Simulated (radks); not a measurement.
All-electron atom: the lead ion Pb3+ in [Xe] 4f14 5d10 6s1 (the NIST ground configuration).

Method: scalar-relativistic Kohn-Sham, LDA (Slater exchange, Perdew-Wang correlation), spin-polarised, spherical densities, point nucleus; open shells are filled with parallel spins first (spin-orbit coupling, left out, can overturn this in heavy ions); computed with a radial shooting solver on a logarithmic mesh with Libxc functionals.

Energy parts (hartree):
total: -20868.7371
kinetic: 23589.7224
electron-nucleus: -52038.0263
Hartree: 7953.9749
exchange-correlation: -374.4081

Orbitals (lengths in bohr, moments of r in powers of bohr; r(90%) holds 90 % of the orbital's charge):
orbital  occ.  eigenvalue (hartree)  r(90%)
1s up       1             -3237.560  0.0294
1s down     1             -3237.559  0.0294
2s up       1             -579.9924   0.105
2s down     1             -579.9918   0.105
2p up       3             -497.7646   0.100
2p down     3             -497.7640   0.100
3s up       1             -140.0231   0.256
3s down     1             -140.0224   0.256
3p up       3             -116.4535   0.264
3p down     3             -116.4528   0.264
3d up       5             -92.39482   0.248
3d down     5             -92.39419   0.248
4s up       1             -32.49591   0.551
4s down     1             -32.49482   0.551
4p up       3             -24.77107   0.594
4p down     3             -24.76985   0.594
4d up       5             -15.83421   0.642
4d down     5             -15.83284   0.642
4f up       7              -5.95988   0.721
4f down     7              -5.95839   0.720
5s up       1              -6.36776    1.21
5s down     1              -6.36492    1.21
5p up       3              -4.21869    1.41
5p down     3              -4.21424    1.41
5d up       5              -1.83164    1.93
5d down     5              -1.81913    1.91
6s up       1              -1.41045    2.97
6s down     0              -1.37773    2.98

The highest occupied level is 6s up at -38.380 eV. The density falls to 0.001 e/bohr^3 at r = 3.37 bohr.
